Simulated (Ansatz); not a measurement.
Stepwise reaction of `[OH][Ge]([F])([F])[F]` with hydrogen, as a gas-phase model of exchange steps in deposition or etching. ΔE in kJ/mol; ΔG adds harmonic PBE0-D4 terms to CCSD(T)/CBS, at 1 bar.

Isolated molecules relaxed with PBE0-D4/def2-TZVP in Ansatz; ΔE leaves out vibrations. CCSD(T)/CBS adds triple-zeta CCSD(T) − MP2 to the extrapolated MP2 energy (def2 sets, frozen cores). This one scheme is used for every species. Functionals use def2-TZVPP. B3LYP here is the variant with VWN-RPA as its local correlation; programs differ in this. For Ge outer-core shells are correlated without core-valence functions, which leaves a few kJ/mol of doubt a bond. Scalar relativity is left out up to krypton. One conformer a species, not always the lowest.

| step | reaction | PBE-D4 | B3LYP-D4 | ωB97M-V | CCSD(T)/CBS | ΔG(500 K) |
| --- | --- | --- | --- | --- | --- | --- |
| 1 | `[OH][Ge]([F])([F])[F]` + H₂ → `[OH][GeH]([F])[F]` + H–F | 27.7 | 30.9 | 32.2 | 27.3 | 30.0 |
| 2 | `[OH][GeH]([F])[F]` + H₂ → `[OH][GeH2][F]` + H–F | 55.8 | 59.6 | 60.1 | 54.2 | 54.8 |
| 3 | `[OH][GeH2][F]` + H₂ → `[OH][GeH3]` + H–F | 57.0 | 61.0 | 60.4 | 54.4 | 52.3 |

Task: By hand: ΔE of the 3 steps together at CCSD(T)/CBS.

Result: (27.3) + (54.2) + (54.4) = 135.9 kJ/mol, or 45.3 kJ/mol a step.

In ΔE step 1 is the lowest and step 3 the highest. All are uphill at CCSD(T)/CBS. ΔG lies between 30.0 and 54.8 kJ/mol a step. PBE-D4 differs from CCSD(T)/CBS by 0.4 to 2.6 kJ/mol a step. Isolated molecules leave out the surface, adducts and barriers. Largest T1 diagnostic: 0.012.
